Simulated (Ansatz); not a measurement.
`[SiH]N([SiH3])[SiH3]`, charge 0, multiplicity 1.

(1) Give a relaxed structure at PBE0-D4/def2-TZVP (the Gaussian-basis code of Ansatz). (Best estimate.)

Answers

(1) The calculation gave: 
```xyz
11

Si   -1.556    0.918   -1.232
N    -0.241    0.251   -0.323
Si    1.415    0.663   -0.702
Si   -0.597   -0.852    0.994
H    -2.645    0.185   -0.421
H     1.395    1.606   -1.848
H     2.181   -0.559   -1.062
H     2.070    1.298    0.471
H    -1.418   -0.181    2.030
H    -1.300   -2.057    0.491
H     0.697   -1.271    1.603
```
Point group Cs.
This is one stationary point; other conformers may exist.
